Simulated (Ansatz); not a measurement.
Reaction (ligand exchange at the Si–C bond): `C[SiH2]O` + `[NH2][GeH2][OH]` → `O[SiH2][NH][GeH2][OH]` + CH₄

Gas-phase electronic energies from Ansatz, PBE0-D4/def2-TZVP geometries. CCSD(T)/CBS is the MP2 limit (def2-TZVPP, def2-QZVPP) plus CCSD(T) − MP2 in def2-TZVPP, frozen cores. This one scheme is used for every species. For Ge outer-core shells are correlated without core-valence functions, which leaves a few kJ/mol of doubt a bond. Scalar relativity is left out up to krypton. One conformer a species, not always the lowest.

`C[SiH2]O`:

Z-matrix (Å, degrees):
```
C
Si 1 1.863
H 1 1.093 2 111.0
H 1 1.094 2 110.2 3 119.8
H 1 1.093 2 111.5 3 -120.7
O 2 1.652 1 112.6 3 57.7
H 2 1.492 1 108.9 3 -179.5
H 2 1.483 1 110.6 3 -59.4
H 6 0.957 2 117.7 1 68.6
```

`[NH2][GeH2][OH]`:

```xyz
8

N    -0.528   -0.548   -1.175
Ge    0.424    0.039    0.260
O    -0.776    0.205    1.563
H    -1.080    0.137   -1.669
H    -0.025   -1.128   -1.829
H     1.093    1.426    0.098
H     1.455   -1.055    0.589
H    -0.563    0.923    2.162
```

`O[SiH2][NH][GeH2][OH]`:

```xyz
12

O    -0.496    0.354   -1.842
Si   -1.436    0.753   -0.561
N    -0.646    0.220    0.881
Ge    1.113   -0.228    0.961
O     1.339   -1.372   -0.411
H     0.039   -0.442   -1.715
H    -2.786    0.122   -0.570
H    -1.596    2.226   -0.638
H    -1.218   -0.211    1.591
H     1.396   -0.941    2.292
H     2.039    0.973    0.708
H     2.252   -1.453   -0.696
```

CH₄:

Cartesian coordinates in Å:
```
C 0.000 0.000 0.000
H 0.843 0.687 0.067
H 0.090 -0.598 -0.906
H -0.929 0.568 -0.031
H -0.004 -0.656 0.870
```

```csv
level,ΔE (eV)
CCSD(T)/def2-TZVPP,-0.97
CCSD/CBS(def2),-0.94
```

(1) What does CCSD(T)/CBS give? (Best estimate.)

Largest T1 diagnostic among the species: 0.012.

## Answers

(1) Computed: -0.95 eV. The listed levels differ from it by -0.02, 0.01 eV.

In def2-TZVPP, CCSD(T) changes the Hartree–Fock value by −0.06 eV (the triples alone add −0.02 eV) and MP2 by −0.08 eV. The D4 term adds −0.10 eV with B3LYP and −0.06 eV with PBE0; it sums over pairs of atoms, weighted by their polarisabilities, and B3LYP, whose exchange is more repulsive, gets the larger term.

B3LYP here is the variant with VWN-RPA as its local correlation; programs differ in this.
